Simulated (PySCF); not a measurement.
Level of theory: PBE-D3(BJ)/def2-TZVP // B3LYP-D3(BJ)/def2-TZVP run with PySCF. Gas-phase values, no solvent. 

Reference species (SMILES): `[AlH3]` (neutral, multiplicity 1).

```
Property         Result
-------------  --------
HOMO           -7.30 eV
dipole moment    0.00 D
```

Changed species: `[AlH2][I]` (1 of 3 H replaced by I; the reference has 0 of 3 H replaced by I).

Give the shifts of the HOMO and dipole moment.

the HOMO goes up by 0.75 eV, to -6.55 eV; the dipole moment goes up by 0.89 D, to 0.89 D.
